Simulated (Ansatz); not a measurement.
Abridged output of a molecular run in Ansatz:

```
Functional definition: HF
1331 factors; integrals over basis functions are off by at most 9.6e-4 eV
mean field evaluation 1: about -10928.9142 eV, gradient 6.5e1 eV
mean field evaluation 2: about -10929.0041 eV, gradient 6.5e1 eV
mean field evaluation 4: about -10935.8592 eV, gradient 2.6e0 eV
mean field evaluation 8: about -10935.9182 eV, gradient 3.2e-1 eV
mean field -10935.91851158 eV, -401.8875926688 hartree, gradient 8.2e-6 eV, S^2 0.000000; 0 other end points of the search recorded, 0 dependent functions left out
4 core orbitals not correlated: weight in the atoms' cores, before any rotation towards them, 1.000 or more for the frozen orbitals, at most 0.000 for the correlated occupied ones
reference -10935.91851158 eV, -401.8875926688 hartree; 20, 20 occupied and 184, 184 virtual orbitals, 1331 factors
second order -35.05111141 eV of doubles, -0.00000000 eV of singles
cycle   1  -34.04081151 eV  change     1.0e0 eV  update   1.6e-1
cycle   2  -34.80267503 eV  change   -7.6e-1 eV  update   6.0e-2
cycle   3  -35.00623143 eV  change   -2.0e-1 eV  update   2.5e-2
cycle   4  -34.99052809 eV  change    1.6e-2 eV  update   7.2e-3
cycle   5  -34.97895476 eV  change    1.2e-2 eV  update   2.2e-3
cycle   6  -34.97997416 eV  change   -1.0e-3 eV  update   8.6e-4
cycle   7  -34.98026040 eV  change   -2.9e-4 eV  update   2.5e-4
cycle   8  -34.98003737 eV  change    2.2e-4 eV  update   1.2e-4
cycle   9  -34.98005429 eV  change   -1.7e-5 eV  update   3.9e-5
perturbative correction -1.19997475 eV, -0.0440982586 hartree
Total energy: -10972.09854062 eV, -403.2171842123 hartree
```

Its atoms:

```xyz
7

N    -0.093    0.093    1.238
Hf    0.042   -0.052   -0.770
F    -0.704   -1.720   -1.318
F    -0.866    1.453   -1.505
F     1.879   -0.060   -1.293
H    -0.423    0.905    1.741
H     0.165   -0.619    1.906
```

Task: Which basis set was used?
A. def2-SVPD
B. def2-TZVPPD
C. def2-TZVPP
D. def2-QZVPP

Result: C. It gives 208 functions.

Task: Write the keys of the input that set method, charge and spin (a neutral closed shell needs none for the last two).

Result: 
```yaml
correlation: {method: ccsd_t}
```
